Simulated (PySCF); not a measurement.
## Relaxation of singlet [TaO3]-

Method: PBE/[Ta def2-SVPD with ECP60, O def2-SVPD], scalar-relativistic core potentials, density fitting, no spin–orbit coupling, PySCF. A (50,194) grid was used.

A start displaced from a saddle point along its imaginary mode, of C3v symmetry, held to at least that symmetry:

Coordinates in bohr (charge -1 multiplicity 1):
```
Ta    0.0000   -0.0601    0.0000
O     0.0041    0.2268    3.4583
O     2.9930    0.2268   -1.7327
O    -2.9970    0.2268   -1.7257
```

Q: What does it relax to?

A: It ends at C3v with Ta–O 1.816 Å (×3); O–Ta–O 108.9° (×3) (after a last refinement on a finer grid). A frequency run shows a minimum. Other isomers or separated fragments may lie lower.

Q: How much energy is released, and in how many steps?

A: 31.8 kJ/mol in 6 steps.

With an element this heavy the missing spin–orbit coupling can shift these numbers.

The relaxation took of the order of 50 core-seconds on a shared host.
